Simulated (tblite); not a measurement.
A geometry optimisation, step by step.

C3H8S3Si.
Numbering: `[CH3:1][S:2][C@H:3]1[CH2:4][S:5][SiH2:6][S:7]1` (hydrogens: H8, H9, H10 on C1; H11 on C3; H12, H13 on C4; H14, H15 on Si6)

Computed with GFN2-xTB (tblite), gas phase: L-BFGS steps from a force-field or distance-geometry start until the largest atomic force falls under 0.01 eV/Å. 7 of its 80 geometries are shown.

Step 0: E = -598.5574 eV, largest atomic force 1.864 eV/Å
```
atom  x, y, z in Å  |  force x, y, z in eV/Å
C1     -2.836   -0.310   -0.423   -1.612   0.134  -0.920
S2     -1.577   -0.722    0.751   -0.230  -0.649   1.732
C3      0.078   -0.186    0.390    0.841   1.195  -0.339
C4      0.970   -1.194   -0.259   -0.126  -1.098   0.362
S5      2.681   -0.581   -0.090    0.248  -0.056  -0.111
Si6     2.312    1.511   -0.532   -0.238  -0.235   0.174
S7      0.161    1.330   -0.642   -0.039   0.593  -0.251
H8     -2.677    0.629   -0.978    0.266  -0.597   0.160
H9     -3.789   -0.173    0.157    0.958  -0.079  -0.227
H10    -3.020   -1.196   -1.066    0.289   0.736  -0.009
H11     0.562    0.110    1.346   -0.638  -0.288  -0.133
H12     0.849   -2.149    0.327    0.455   0.693  -0.683
H13     0.739   -1.363   -1.320    0.045  -0.001   0.311
H14     2.909    1.924   -1.794   -0.200  -0.112   0.102
H15     2.634    2.379    0.606   -0.018  -0.238  -0.167
```

Step 13: E = -598.9071 eV, largest atomic force 0.253 eV/Å
```
atom  x, y, z in Å  |  force x, y, z in eV/Å
C1     -2.794   -0.326   -0.436    0.068  -0.046   0.111
S2     -1.613   -0.737    0.890    0.154   0.055  -0.193
C3      0.054   -0.125    0.388   -0.188  -0.046   0.127
C4      0.946   -1.169   -0.251   -0.056   0.053   0.109
S5      2.681   -0.601   -0.174    0.018   0.023  -0.014
Si6     2.245    1.469   -0.534   -0.010  -0.024  -0.010
S7      0.098    1.395   -0.637   -0.029   0.016  -0.008
H8     -2.464    0.597   -0.911   -0.062  -0.184  -0.027
H9     -3.736   -0.173    0.088    0.056   0.060  -0.114
H10    -2.900   -1.159   -1.131    0.166   0.187  -0.009
H11     0.438    0.167    1.367    0.184  -0.107   0.032
H12     0.921   -2.102    0.314   -0.118   0.002  -0.107
H13     0.699   -1.337   -1.303   -0.096  -0.055   0.176
H14     2.773    1.862   -1.822   -0.074   0.067  -0.026
H15     2.647    2.248    0.626   -0.013  -0.001  -0.047
```

Step 26: E = -599.0058 eV, largest atomic force 0.199 eV/Å
```
atom  x, y, z in Å  |  force x, y, z in eV/Å
C1     -2.607   -0.321   -0.489   -0.068  -0.014   0.023
S2     -1.615   -0.704    0.976   -0.038   0.004   0.068
C3      0.040   -0.117    0.525    0.150   0.098  -0.086
C4      0.846   -1.169   -0.199    0.046   0.035  -0.017
S5      2.602   -0.650   -0.308   -0.175   0.040  -0.059
Si6     2.169    1.433   -0.589    0.023   0.081   0.001
S7      0.031    1.428   -0.481    0.065  -0.061   0.115
H8     -2.242    0.608   -0.913   -0.035   0.000  -0.029
H9     -3.613   -0.190   -0.112   -0.152   0.020  -0.046
H10    -2.586   -1.126   -1.215    0.105  -0.067  -0.005
H11     0.517    0.130    1.477   -0.078  -0.048   0.035
H12     0.824   -2.107    0.354    0.033  -0.003  -0.032
H13     0.471   -1.326   -1.212    0.005  -0.033   0.043
H14     2.510    1.937   -1.902    0.023  -0.050   0.010
H15     2.648    2.182    0.560    0.094  -0.003  -0.021
```

Step 40: E = -599.0713 eV, largest atomic force 0.139 eV/Å
```
atom  x, y, z in Å  |  force x, y, z in eV/Å
C1     -2.513   -0.347   -0.552   -0.075  -0.034  -0.029
S2     -1.686   -0.583    1.051   -0.009  -0.006  -0.133
C3      0.020   -0.104    0.648   -0.006   0.017   0.010
C4      0.743   -1.141   -0.177   -0.045  -0.042   0.021
S5      2.472   -0.647   -0.496    0.056   0.005  -0.014
Si6     2.146    1.468   -0.616    0.029   0.010   0.000
S7      0.055    1.539   -0.181    0.060   0.083   0.004
H8     -2.192    0.604   -0.972   -0.017  -0.083   0.050
H9     -3.582   -0.317   -0.350    0.131  -0.044   0.015
H10    -2.282   -1.172   -1.223   -0.014   0.053   0.066
H11     0.511    0.003    1.616   -0.038   0.058   0.053
H12     0.811   -2.075    0.380   -0.083  -0.046  -0.004
H13     0.245   -1.323   -1.129    0.040   0.067  -0.021
H14     2.362    1.956   -1.962   -0.044   0.002  -0.005
H15     2.884    2.147    0.435    0.016  -0.040  -0.016
```

Step 53: E = -599.0912 eV, largest atomic force 0.074 eV/Å
```
atom  x, y, z in Å  |  force x, y, z in eV/Å
C1     -2.502   -0.389   -0.575    0.026  -0.018   0.020
S2     -1.693   -0.567    1.041   -0.058   0.040   0.021
C3      0.015   -0.068    0.686    0.025  -0.001  -0.014
C4      0.712   -1.097   -0.168    0.048   0.005  -0.026
S5      2.459   -0.661   -0.487   -0.024  -0.010   0.030
Si6     2.175    1.457   -0.621   -0.040   0.013  -0.019
S7      0.107    1.605   -0.085    0.000  -0.020   0.014
H8     -2.224    0.571   -1.000    0.006  -0.001   0.010
H9     -3.568   -0.415   -0.377    0.013   0.004  -0.004
H10    -2.227   -1.209   -1.231    0.013  -0.002   0.000
H11     0.480    0.003    1.671    0.006   0.011  -0.004
H12     0.732   -2.054    0.354   -0.035  -0.015  -0.054
H13     0.216   -1.211   -1.132    0.008  -0.008   0.007
H14     2.294    1.954   -1.978    0.001  -0.024  -0.003
H15     3.020    2.089    0.372    0.008   0.026   0.020
```

Step 66: E = -599.0982 eV, largest atomic force 0.036 eV/Å
```
atom  x, y, z in Å  |  force x, y, z in eV/Å
C1     -2.484   -0.399   -0.565   -0.007  -0.011  -0.004
S2     -1.706   -0.525    1.069   -0.003  -0.004   0.001
C3      0.008   -0.067    0.696   -0.003   0.000   0.002
C4      0.693   -1.082   -0.186   -0.007   0.011  -0.005
S5      2.456   -0.665   -0.411    0.015   0.018  -0.015
Si6     2.170    1.452   -0.615    0.024   0.007   0.018
S7      0.110    1.615   -0.057    0.021  -0.003   0.006
H8     -2.219    0.556   -1.008    0.003  -0.010   0.021
H9     -3.554   -0.447   -0.389    0.010   0.001  -0.014
H10    -2.173   -1.228   -1.194   -0.014  -0.003  -0.007
H11     0.488   -0.011    1.675    0.009  -0.015  -0.005
H12     0.664   -2.070    0.274   -0.011   0.027   0.010
H13     0.232   -1.128   -1.173   -0.012   0.010   0.003
H14     2.272    1.901   -1.990    0.006  -0.028   0.007
H15     3.038    2.107    0.346   -0.030  -0.001  -0.019
```

Step 79: E = -599.0994 eV, largest atomic force 0.010 eV/Å
```
atom  x, y, z in Å  |  force x, y, z in eV/Å
C1     -2.482   -0.408   -0.564    0.004   0.001   0.002
S2     -1.706   -0.525    1.071   -0.001  -0.002  -0.002
C3      0.007   -0.063    0.701   -0.002   0.002   0.002
C4      0.687   -1.071   -0.192   -0.004   0.002   0.003
S5      2.455   -0.666   -0.402    0.004   0.003  -0.001
Si6     2.174    1.450   -0.611   -0.009  -0.002  -0.003
S7      0.118    1.626   -0.039    0.005  -0.006   0.001
H8     -2.215    0.548   -1.006    0.002   0.000  -0.004
H9     -3.552   -0.455   -0.393    0.002   0.004   0.001
H10    -2.170   -1.238   -1.191   -0.002  -0.001   0.001
H11     0.490   -0.019    1.679   -0.003  -0.003   0.001
H12     0.645   -2.062    0.257    0.002  -0.004   0.003
H13     0.229   -1.099   -1.181   -0.001   0.003  -0.004
H14     2.277    1.869   -1.996    0.000   0.001   0.001
H15     3.039    2.121    0.340    0.003   0.004   0.000
```

**Question.** Summarise the path.

**Answer.** The energy falls by 52.30 kJ/mol from step 0 to step 79; nine tenths of that is first reached at step 33. It falls at every step. The largest force goes from 1.864 to 0.010 eV/Å. Among the bonds C1–S2 changes most, from 1.770 to 1.814 Å; the atoms move by 0.506 Å rms after alignment.

What follows is the cost of the whole relaxation. The run took 0.73 s of wall time on an Arm Neoverse V1 with one thread, shared host with 32 logical CPUs at a one-minute load of 14.
